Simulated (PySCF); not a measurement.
Structure with atom numbers: `[BH2:1][BH:2][AsH2:3]` (H(Xn): hydrogen on atom n).

Rapidly exchanging positions averaged, no solvent, no relativistic terms, a single conformation. σ from GIAO-PBE0/pcSseg-1; PBE0-D3(BJ)/def2-SVP structure; PySCF.

Scale: 1H (σref 31.27) vs TMS; BF3·OEt2 for 11B (σref 100.73); 75As (σref 1910.42) against AsH3 (reference shieldings calculated alike).

| atoms | nucleus | count | δ (ppm) |
| --- | --- | --- | --- |
| H(As3) | 1H | 2 | 3.39 |
| H(B1) | 1H | 2 | 9.46 |
| As3 | 75As | 1 | 145 |
| B2 | 11B | 1 | ? |
| H(B2) | 1H | 1 | ? |
| B1 | 11B | 1 | 99.7 |

Complete the table.

## Answers


- H(B2): 11.37 ppm, hydrogen on a boron bonded to As, B
- B2: 116.5 ppm, boron bonded to As, B, H

Relativistic effects, spin–orbit coupling among them, are left out; they matter for As and for the light atoms bonded to it. Hydrogens on boron are broadened and split by 11B (spin 3/2, 80 %) and 10B (spin 3).
